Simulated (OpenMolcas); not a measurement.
**C I: effect of the basis set**

```json
{
 "Program": "OpenMolcas 26.06",
 "Method": "CASSCF",
 "Active space": "2 electrons in 3 orbitals (2p)",
 "State averaging": "2S+1 = 3 even, 3 roots; 2S+1 = 1 even, 6 roots",
 "Spin-orbit coupling": "RASSI with atomic mean-field integrals over the reference wave functions, term energies averaged over their components"
}
```

A. ANO-R1 [3s2p1d], X2C, finite nucleus; cost roughly 2.1 core-seconds
B. ANO-L-VTZP [4s3p2d1f], non-relativistic, point nucleus; cost about 2.1 core-seconds
C. ANO-RCC-VTZP [4s3p2d1f], DKH2, point nucleus; cost roughly 2.5 core-seconds
D. ANO-R3 [4s4p2d1f], X2C, finite nucleus; cost of the order of 3 core-seconds
E. ANO-R2 [4s4p2d1f], X2C, finite nucleus; cost about 3 core-seconds
F. ANO-RCC-VQZP [5s4p3d2f1g], DKH2, point nucleus; cost about 4 core-seconds

Energies in eV above 2s² 2p² ³P₀, the measured ground level; measured values from NIST Handbook of Basic Atomic Spectroscopic Data.

```csv
Level,A,B,C,D,E,F,Measured
2s² 2p² ³P₀,0.0000,0.0000,0.0000,0.0000,0.0000,0.0000,0.0000
2s² 2p² ³P₁,0.0019,0.0019,0.0020,0.0019,0.0019,0.0019,0.0020
2s² 2p² ³P₂,0.0056,0.0058,0.0059,0.0057,0.0057,0.0058,0.0054
2s² 2p² ¹D₂,1.5967,1.5701,1.5697,1.5642,1.5642,1.5653,1.2637
2s² 2p² ¹S₀,3.9428,3.8489,3.8568,3.8342,3.8342,3.8396,2.6840
```

Deviations, from unrounded energies. A percentage is the sum of absolute deviations over the sum of measured energies, with the sign that they share, or ± where signs differ.

```csv
Against measurement,Levels,A,B,C,D,E,F
mean absolute deviation (cm-1),4,3200,3000,3000,2900,2900,2900
fine structure of the ground term (%),2,±5.1,±6.6,±7.4,±6.2,±6.2,±7.0
other terms of the ground configuration (%),2,+40.3,+37.3,+37.5,+36.7,+36.7,+36.9
```

B, C, D, E, F lie about equally close to measurement and A furthest from it. The largest miss of D in the table is 2s² 2p² ¹S₀, by +9300 cm-1. The ranking rests on the paired levels alone, and a cruder setting can come out closer through cancelling errors.

Among A to F the level of the table that moves most is 2s² 2p² ¹S₀, by 880 cm-1 (lowest in E, highest in A).

Without dynamic correlation excited terms often stand tens of per cent too high (terms of higher spin than the ground term too low), and those without a measured partner can miss by more than the paired ones. With the s shell closed, the reference lacks s² → p² mixing. Measured partners are found by configuration, term and J. A level has none where our copy of the source lacks it or the pairing is in doubt (some pairs that miss far off the trend of their configuration count as doubtful), and it then counts in no deviation. Levels of configurations outside the active space are missing.
